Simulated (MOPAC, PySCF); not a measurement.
H3NSi3, SMILES `[siH]1[siH][si]1=N`, neutral singlet in the gas phase. 

Cartesian coordinates (Å):
SMILES: N=[si]1[siH][siH]1
```xyz
7

N      2.3736    -0.4522     0.0705
Si     0.8060    -0.2003     0.0083
Si    -0.8141     1.3172     0.3613
Si    -1.4150    -0.6365    -0.3399
H      2.8572    -1.3042    -0.1711
H     -1.2212     2.6897     0.7756
H     -2.6012    -1.4605    -0.7218
```
Charge 0, spin multiplicity 1.

All levels are single points at this geometry (B3LYP-D3(BJ)/def2-TZVP); Pople sets use spherical d functions. Orbital energies aren't observables, and empty levels follow the basis.

| level | HOMO (eV) | LUMO (eV) | gap (eV) | dipole (D) | vertical IE, Delta-SCF (eV) |
|---|---|---|---|---|---|
| B3LYP-D3(BJ)/def2-TZVP in PySCF | -6.25 | -2.39 | 3.86 | 3.44 | 8.15 |
| PBE-D3(BJ)/def2-TZVP in PySCF | -5.56 | -2.98 | 2.58 | 3.09 | 8.17 |
| B3LYP/3-21G in PySCF | -6.11 | -2.27 | 3.84 | 2.10 | – |
| B3LYP/6-311+G** in PySCF | -6.31 | -2.45 | 3.86 | 3.58 | – |
| B3LYP/LANL2DZ in PySCF | -6.31 | -2.48 | 3.84 | 3.02 | – |
| M06-2X/6-31G* in PySCF | -7.28 | -1.52 | 5.76 | 3.02 | – |
| PBE/6-31G* in PySCF | -5.48 | -2.88 | 2.60 | 2.51 | 8.12 |
| SVWN5/6-31G* in PySCF | -5.60 | -3.01 | 2.59 | 2.58 | 8.31 |
| HF/3-21G in PySCF | -7.97 | 0.54 | 8.50 | 2.92 | – |
| HF/6-31G* in PySCF | -8.12 | 0.65 | 8.77 | 3.71 | – |
| AM1 in MOPAC | -8.61 | -2.23 | 6.38 | 1.30 | – |
| PM3 in MOPAC | -7.88 | -2.43 | 5.46 | 0.90 | – |
| PM7 in MOPAC | -8.83 | -2.24 | 6.59 | 1.95 | – |
